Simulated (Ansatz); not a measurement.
Program: Ansatz. Geometries: PBE0-D4/def2-TZVP. ΔE: electronic, gas phase. CBS: MP2 limit from def2 TZ/QZ plus the TZ coupled-cluster correction, frozen cores. Functionals use def2-TZVPP. One conformer a species, not always the lowest.

Consider the ligand exchange at the Si–C bond: `CB(C)C[SiH3]` + `BN[SiH2]Cl` → `BN([SiH3])[SiH2]Cl` + `CB(C)C`.

Q: Is it downhill or uphill in electronic energy at CCSD(T)/CBS, and by how much? (Best estimate.)

A: Ansatz gave: Downhill: ΔE = -27.9 kJ/mol.

Q: What do these levels give: LDA (SPW92), B97M-V, r2SCAN0-D4, r2SCAN, BHLYP, HF/def2-SVP, CCSD/def2-SVP, CCSD(T)/def2-SVP, SCS-MP2/def2-TZVPP, CCSD/def2-TZVPP, HF/def2-QZVPP, HF/CBS(def2)? (An estimate is asked.)

A: Ansatz gave: LDA (SPW92) -17.0, B97M-V -24.2, r2SCAN0-D4 -24.6, r2SCAN -23.1, BHLYP -28.6, HF/def2-SVP -32.4, CCSD/def2-SVP -25.7, CCSD(T)/def2-SVP -24.9, SCS-MP2/def2-TZVPP -30.5, CCSD/def2-TZVPP -28.0, HF/def2-QZVPP -35.5, HF/CBS(def2) -35.6 kJ/mol.

Largest T1 diagnostic among the species: 0.012.

In def2-TZVPP, CCSD(T) changes the Hartree–Fock value by +7.4 kJ/mol (the triples alone add +0.9 kJ/mol) and MP2 by +6.0 kJ/mol. From BLYP to BHLYP (50 % exact exchange), in def2-TZVPP and without D4, ΔE moves by −6.7 kJ/mol. At CCSD(T), def2-SVP lies +3.1 kJ/mol from the extrapolated value and def2-TZVPP +0.8 kJ/mol.
